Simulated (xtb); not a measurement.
FMg, charge +1, singlet, geometry from GFN2-xTB (such geometries of metal compounds can be far from the true shape); GFN2-xTB (xtb).

Here is a job for xtb.
```
$ xtb mol.xyz --gfn 2 --chrg 1 --opt --json

# file mol.xyz
2

Mg    -0.00000000    -0.00000000    -0.74597931
F      0.00000000     0.00000000     0.99463908
```

Predict the main parts of the log of this xtb run.


```
   ID    Z sym.   atoms
    1   12 Mg     1
    2    9 F      2

           -------------------------------------------------
          |                Calculation Setup                |
           -------------------------------------------------

           -------------------------------------------------
          |                 G F N 2 - x T B                 |
           -------------------------------------------------

          ...................................................
          :                      SETUP                      :
          :.................................................:
          :  # basis functions                  14          :
          :  # atomic orbitals                  13          :
          :  # shells                            5          :
          :  # electrons                         8          :
          :  max. iterations                   250          :
          :  Hamiltonian                  GFN2-xTB          :
          :  restarted?                      false          :
          :  GBSA solvation                  false          :
          :  PC potential                    false          :
          :  electronic temp.          300.0000000     K    :
          :  accuracy                    1.0000000          :
          :  -> integral cutoff          0.2500000E+02      :
          :  -> integral neglect         0.1000000E-07      :
          :  -> SCF convergence          0.1000000E-05 Eh   :
          :  -> wf. convergence          0.1000000E-03 e    :
          :  Broyden damping             0.4000000          :
          :  net charge                          1          :
          :  unpaired electrons                  0          :
          ...................................................

 iter      E             dE          RMSdq      gap      omega  full diag
   1     -2.1620044 -0.216200E+01  0.260E+01    1.16       0.0  T
   2     -4.1162162 -0.195421E+01  0.163E+01   18.80       1.0  T
   3     -4.3336827 -0.217467E+00  0.143E+01    8.04       1.0  T
   4     -4.2714089  0.622738E-01  0.141E+01   10.34       1.0  T
   5     -4.7535651 -0.482156E+00  0.113E+01    1.76       1.0  T
   6     -4.6818027  0.717623E-01  0.918E+00    1.30       1.0  T
   7     -3.7166702  0.965133E+00  0.191E+01    0.63       1.0  T
   8      1.1821836  0.489885E+01  0.777E+01    1.78       1.0  T
   9     -2.4381740 -0.362036E+01  0.293E+01    0.94       1.0  T
  10     -2.8657207 -0.427547E+00  0.286E+01    0.81       1.0  T
  11     -2.4794573  0.386263E+00  0.324E+01    0.92       1.0  T
  12     -3.2370688 -0.757611E+00  0.246E+01    0.71       1.0  T
  13     -3.2741618 -0.370930E-01  0.226E+01    0.77       1.0  T
  14     -3.3232456 -0.490838E-01  0.221E+01    0.76       1.0  T
  15     -4.7525816 -0.142934E+01  0.254E+00    1.79       1.0  T
  16     -4.1785327  0.574049E+00  0.130E+01    0.89       1.0  T
  17     -4.5046303 -0.326098E+00  0.101E+01    4.75       1.0  T
  18     -4.1134465  0.391184E+00  0.143E+01    0.79       1.0  T
  19     -4.5613617 -0.447915E+00  0.859E+00    3.95       1.0  T
  20     -4.4454376  0.115924E+00  0.984E+00    1.03       1.0  T
  21     -4.5900386 -0.144601E+00  0.759E+00    3.59       1.0  T
  22     -4.6785524 -0.885139E-01  0.481E+00    1.37       1.0  T
  23     -4.6839908 -0.543838E-02  0.495E+00    2.68       1.0  T
  24     -4.7449322 -0.609414E-01  0.226E+00    1.62       1.0  T
  25     -4.7419601  0.297212E-02  0.244E+00    2.15       1.0  T
  26     -4.7548329 -0.128728E-01  0.151E+00    1.74       1.0  T
  27     -4.7549486 -0.115698E-03  0.136E+00    1.95       1.0  T
  28     -4.7566642 -0.171563E-02  0.121E+00    1.79       1.0  T
  29     -4.7570015 -0.337279E-03  0.105E+00    1.87       1.0  T
  30     -4.7569231  0.784281E-04  0.105E+00    1.80       1.0  T
  31     -4.7572226 -0.299519E-03  0.882E-01    1.85       1.0  T
  32     -4.7568918  0.330814E-03  0.840E-01    1.80       1.0  T
  33     -4.7572315 -0.339752E-03  0.520E-01    1.85       1.0  T
  34     -4.7570487  0.182833E-03  0.400E-01    1.81       1.0  T
  35     -4.7572261 -0.177395E-03  0.108E-01    1.85       1.0  T
  36     -4.7572068  0.193271E-04  0.126E-01    1.82       1.0  T
  37     -4.7572417 -0.349074E-04  0.114E-01    1.84       1.0  T
  38     -4.7572464 -0.471513E-05  0.111E-01    1.83       1.0  T
  39     -4.7572488 -0.238972E-05  0.117E-01    1.84       1.0  T
  40     -4.7572507 -0.188814E-05  0.105E-01    1.84       1.0  T
  41     -4.7572502  0.465181E-06  0.102E-01    1.84       1.0  T
  42     -4.7572510 -0.797480E-06  0.873E-02    1.84       1.0  T
  43     -4.7572507  0.308568E-06  0.696E-02    1.84       1.0  T
  44     -4.7572515 -0.818881E-06  0.382E-02    1.84       1.9  T
  45     -4.7572515  0.594774E-07  0.122E-02    1.84       5.8  T
  46     -4.7572516 -0.172015E-06  0.597E-03    1.84      11.8  T
  47     -4.7572516  0.850854E-08  0.405E-03    1.84      17.5  T
  48     -4.7572516 -0.219684E-07  0.957E-04    1.84      73.9  T
  49     -4.7572517 -0.196257E-08  0.297E-05    1.84    2380.6  T

   *** convergence criteria satisfied after 49 iterations ***

         :::::::::::::::::::::::::::::::::::::::::::::::::::::
         ::                     SUMMARY                     ::
         :::::::::::::::::::::::::::::::::::::::::::::::::::::
         :: total energy              -4.751955697023 Eh    ::
         :: gradient norm              0.000000309043 Eh/a0 ::
         :: HOMO-LUMO gap              1.839194529569 eV    ::
         ::.................................................::
         :: SCC energy                -4.757251651362 Eh    ::
         :: -> isotropic ES            0.250034964097 Eh    ::
         :: -> anisotropic ES         -0.001211669617 Eh    ::
         :: -> anisotropic XC         -0.002258031453 Eh    ::
         :: -> dispersion             -0.000289037375 Eh    ::
         :: repulsion energy           0.005295954339 Eh    ::
[...]
 * total energy  :    -4.7519557 Eh     change       -0.2638778E-11 Eh
   *** GEOMETRY OPTIMIZATION CONVERGED AFTER 1 ITERATIONS ***
[...]
           -------------------------------------------------

          ...................................................
          :                      SETUP                      :
          :.................................................:
          :  # basis functions                  14          :
          :  # atomic orbitals                  13          :
          :  # shells                            5          :
          :  # electrons                         8          :
          :  max. iterations                   250          :
          :  Hamiltonian                  GFN2-xTB          :
          :  restarted?                      false          :
          :  GBSA solvation                  false          :
          :  PC potential                    false          :
          :  electronic temp.          300.0000000     K    :
          :  accuracy                    1.0000000          :
          :  -> integral cutoff          0.2500000E+02      :
          :  -> integral neglect         0.1000000E-07      :
          :  -> SCF convergence          0.1000000E-05 Eh   :
          :  -> wf. convergence          0.1000000E-03 e    :
          :  Broyden damping             0.4000000          :
          :  net charge                          1          :
          :  unpaired electrons                  0          :
          ...................................................

 iter      E             dE          RMSdq      gap      omega  full diag
   1     -4.7572517 -0.475725E+01  0.164E-06    1.84       0.0  T
   2     -4.7572517  0.781597E-13  0.448E-06    1.84   15780.8  T
   3     -4.7572517 -0.861533E-13  0.854E-07    1.84   82780.0  T

   *** convergence criteria satisfied after 3 iterations ***

         :::::::::::::::::::::::::::::::::::::::::::::::::::::
         ::                     SUMMARY                     ::
         :::::::::::::::::::::::::::::::::::::::::::::::::::::
         :: total energy              -4.751955697026 Eh    ::
         :: gradient norm              0.000000282535 Eh/a0 ::
         :: HOMO-LUMO gap              1.839198066341 eV    ::
         ::.................................................::
         :: SCC energy                -4.757251651365 Eh    ::
         :: -> isotropic ES            0.250035680572 Eh    ::
         :: -> anisotropic ES         -0.001211634832 Eh    ::
         :: -> anisotropic XC         -0.002258027805 Eh    ::
         :: -> dispersion             -0.000289037604 Eh    ::
         :: repulsion energy           0.005295954339 Eh    ::
         :: add. restraining           0.000000000000 Eh    ::
         :: total charge               1.000000000000 e     ::
         :::::::::::::::::::::::::::::::::::::::::::::::::::::

           -------------------------------------------------
          |                Property Printout                |
           -------------------------------------------------

    * Orbital Energies and Occupations

         #    Occupation            Energy/Eh            Energy/eV
      -------------------------------------------------------------
         1        2.0000           -1.1676123             -31.7723
         2        2.0000           -0.8787940             -23.9132
         3        2.0000           -0.8577052             -23.3393
         4        2.0000           -0.8577052             -23.3393 (HOMO)
         5                         -0.7901159             -21.5001 (LUMO)
         6                         -0.4905897             -13.3496
         7                         -0.4905897             -13.3496
         8                         -0.4273941             -11.6300
         9                         -0.3134833              -8.5303
        10                         -0.3134833              -8.5303
        11                         -0.2663125              -7.2467
        12                         -0.2663125              -7.2467
        13                          0.2791676               7.5965
      -------------------------------------------------------------
                  HL-Gap            0.0675893 Eh            1.8392 eV
             Fermi-level           -0.8235154 Eh          -22.4090 eV

     #   Z          covCN         q      C6AA      α(0)
     1  12 Mg       0.639     0.862   337.520    55.438
     2   9 F        0.639     0.138     8.294     3.399

 Mol. C6AA /au·bohr⁶  :        417.560029
 Mol. C8AA /au·bohr⁸  :      33168.894224
 Mol. α(0) /au        :         58.836538

Wiberg/Mayer (AO) data.
largest (>0.10) Wiberg bond orders for each atom

 ---------------------------------------------------------------------------
     #   Z sym  total        # sym  WBO       # sym  WBO       # sym  WBO
 ---------------------------------------------------------------------------
     1  12 Mg   1.634 --     2 F    1.634
     2   9 F    1.634 --     1 Mg   1.634
 ---------------------------------------------------------------------------

Topologies differ in total number of bonds
Writing topology from bond orders to xtbtopo.mol

molecular dipole:
                 x           y           z       tot (Debye)
 q only:        0.000       0.000      -0.956
   full:       -0.000       0.000      -1.936       4.920
molecular quadrupole (traceless):
                xx          xy          yy          xz          yz          zz
 q only:       -1.100       0.000      -1.100       0.000       0.000       2.200
  q+dip:       -2.165       0.000      -2.165      -0.000      -0.000       4.330
   full:       -0.944      -0.000      -0.944      -0.000       0.000       1.889

optimized geometry written to: xtbopt.xyz

           -------------------------------------------------
          | TOTAL ENERGY               -4.751955697026 Eh   |
          | GRADIENT NORM               0.000000282535 Eh/α |
          | HOMO-LUMO GAP               1.839198066341 eV   |
           -------------------------------------------------
```
